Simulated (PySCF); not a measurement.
Computed with PBE0-D4/def2-TZVP (PySCF). Isolated molecules, 0 K electronic values unless said otherwise. One relaxed conformer stands for a flexible species; it need not be the lowest. Delta-SCF ions had no search for a lower state. Excitations are Tamm–Dancoff values on a coarser integration grid. The basis has no diffuse functions, so Rydberg states are missing or too high.

Reference species (SMILES): `O[SiH2][SiH3]` (H–O–Si–Si torsion 59°) (neutral, multiplicity 1).

```json
{
 "vertical ionisation energy (Delta-SCF)": "9.94 eV",
 "T1 excitation (TDA)": "5.29 eV"
}
```

Changed species: `CC[SiH2]O` (C–C–Si–O torsion 178°, C–Si–O–H torsion 71°) (X = ethyl; the reference has X = silyl).

Problem. Predict the effect on the vertical ionisation energy (Delta-SCF) and T1 excitation (TDA).

Solution. the vertical ionisation energy (Delta-SCF) rises by 0.20 eV, to 10.14 eV; the T1 excitation (TDA) goes up by 1.40 eV, to 6.69 eV.
